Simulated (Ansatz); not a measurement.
Species: C₂H₅Be, charge 0, doublet. C2H5Be (SMILES C[CH2][Be], doublet).
B3LYP-D3(BJ)/def2-TZVP minimum from Ansatz (an electronic-structure program):
```
C
H 1 1.0985
H 1 1.0985 2 105.04
C 1 1.5407 2 109.75 3 117.93
H 4 1.0922 1 111.62 2 62.66
H 4 1.0922 5 107.02 1 -122.40
H 4 1.0931 5 107.21 6 -114.76
Be 1 1.6954 2 107.74 3 -114.65
```
Charge 0, spin multiplicity 2.

Total energies in hartree (Ansatz). Open shells are spin-unrestricted; no spin-orbit coupling. Correlated methods leave the cores frozen. No relativity. Where a partner has so few electrons that a lower coupled-cluster level is exact, that level stands in. The restricted determinant of Be ([Be], singlet) is unstable towards broken spin symmetry in at least one set run. The spin of C2H5Be ([Be][CH2]C, doublet) was assumed, and the state is the lowest solution found for it.

```tsv
species	HF/def2-TZVPP	CCSD(T)/def2-TZVPP	HF/def2-QZVPP	CCSD(T)/def2-QZVPP	CCSD(T)/def2-SVP	CCSDT(Q)/def2-SVP
1: C2H5Be (SMILES [Be][CH2]C, doublet)	-93.26037	-93.68524	-93.26644	-93.71334	-93.50742	-93.50866
2: Be (singlet)	-14.57258	-14.61767	-14.57300	-14.61856	-14.59792	-14.59792
3: C (triplet)	-37.69248	-37.78103	-37.69363	-37.78651	-37.71541	-37.71574
4: H (doublet)	-0.49981	-0.49981	-0.49998	-0.49998	-0.49928	-0.49928
```

### Question
Work out the atomisation energy (electronic, to ground-state atoms) in kcal/mol: take Hartree-Fock from def2-QZVPP, extrapolate the CCSD(T) correlation energy as X^-3 (X = 3, 4), and add CCSDT(Q) - CCSD(T) in def2-SVP. 1 hartree = 627.51 kcal/mol.

### Answer

Species 1: correlation (64·(-0.44690) - 27·(-0.42487))/37 = -0.46298; step -0.00124; E1 = -93.26644 + (-0.46298) + (-0.00124) = -93.73066
Species 2: correlation (64·(-0.04556) - 27·(-0.04509))/37 = -0.04590; step +0.00000; E2 = -14.57300 + (-0.04590) + (+0.00000) = -14.61890
Species 3: correlation (64·(-0.09288) - 27·(-0.08855))/37 = -0.09604; step -0.00033; E3 = -37.69363 + (-0.09604) + (-0.00033) = -37.79000
Species 4: correlation (64·(0.00000) - 27·(0.00000))/37 = 0.00000; step +0.00000; E4 = -0.49998 + (0.00000) + (+0.00000) = -0.49998
-1·E1 +1·E2 +2·E3 +5·E4 = 1.03186 hartree = 647.5 kcal/mol.
